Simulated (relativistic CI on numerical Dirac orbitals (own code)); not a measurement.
# Nd³⁵⁺: sensitivity of the levels to the model

Base calculation: Dirac-Coulomb-Breit CI, orbitals from a KLI potential per configuration, model QED (radiative potential, 1s self-energy scaled to tabulated hydrogen-like ionisation energies), unscaled Slater integrals.

Configuration list (outside the closed core [Ne]): 3s2 3p6 3d7, 3s2 3p5 3d8, 3s2 3p4 3d9, 3s 3p6 3d8, 3p6 3d9, 3s 3p5 3d9, 3s2 3p6 3d6 4s, 3s2 3p6 3d6 4p, 3s2 3p6 3d6 4d, 3s2 3p4 3d8 4s, 3s2 3p4 3d8 4p, 3s2 3p5 3d7 4s, 3s2 3p6 3d6 4f, 3s2 3p4 3d8 4d, 3s 3p5 3d8 4s, 3s2 3p5 3d7 4p, 3s 3p5 3d8 4p, 3s2 3p6 3d5 4s2, 3s2 3p5 3d7 4d, 3s 3p6 3d7 4s, 3s 3p5 3d8 4d, 3s2 3p6 3d5 4s 4p, 3p6 3d8 4s, 3s2 3p6 3d6 5s, 3s2 3p5 3d7 4f, 3s2 3p6 3d5 4p2, 3s 3p6 3d7 4p, 3p6 3d8 4p, 3s2 3p6 3d6 5p, 3s2 3p6 3d6 5d, 3s2 3p5 3d6 4s2, 3p6 3d8 4d, 3s2 3p6 3d6 5f, 3s 3p6 3d6 4s2, 3s2 3p6 3d6 6s, 3s2 3p5 3d7 5s. Levels of other configurations are missing.

The lowest level and the first level of each name with at least 55 % of one term (blank where a level has no safe partner in the second run):

```tsv
Level	Base (cm⁻¹)	Shift (cm⁻¹)
3s2 3p6 3d7 4F_9/2	0	0
3s2 3p6 3d7 4F_7/2	176350	-303
3s2 3p6 3d7 4P_5/2	245012	+2263
3s2 3p6 3d7 2H_11/2	278466	-1929
3s2 3p6 3d7 2G_7/2	306379	+2418
3s2 3p6 3d7 2F_5/2	352181	+5387
3s2 3p6 3d7 2D_3/2	456420	+10283
3s2 3p6 3d7 2H_9/2	459980	-919
3s2 3p6 3d7 2F_7/2	489654	+3562
3s2 3p5 3d8 4G°_11/2	2235592	
3s2 3p5 3d8 2D°_5/2	2310000	
3s2 3p5 3d8 2F°_7/2	2313949	
3s2 3p5 3d8 4F°_9/2	2362786	
3s2 3p5 3d8 4G°_9/2	2475592
```

At this charge energies of transitions that change n are usually good to better than 1 %, and those within a shell (Δn = 0) to a few per cent. Terms inside the open d or f shell come out 10 to 20 % too wide with unscaled integrals.

(1) One thing was changed in a second run, which moved the levels as shown. Which?
A. QED terms removed
B. only the first configuration
C. Breit term removed
D. non-relativistic limit

Results:

(1) B. Only the first configuration. With fewer configurations the levels that remain lose their mixing partners.

LS names give the leading component of a level, which can be under half, so a name can repeat, a term be missing and a line seem to break the LS rules.
